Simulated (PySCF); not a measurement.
B(F)2(Me) (CH3BF2), SMILES CB(F)F. The structure is a stationary point at PBE-D3(BJ)/def2-SVP.

Computed equilibrium geometry at PBE-D3(BJ)/def2-SVP (PySCF confirms it by a frequency run) as bond lengths and angles:
Atoms: B1 F2 F3 C4 H5 H6 H7. Bonds (Å): B1–F2 1.335, B1–F3 1.335, B1–C4 1.564, C4–H5 1.107, C4–H6 1.113, C4–H7 1.107. Bond angles (°): F2–B1–F3 115.7, F2–B1–C4 122.0, F3–B1–C4 122.2, B1–C4–H5 112.5, B1–C4–H6 108.3, B1–C4–H7 112.2, H5–C4–H6 107.0, H5–C4–H7 109.8, H6–C4–H7 106.7.
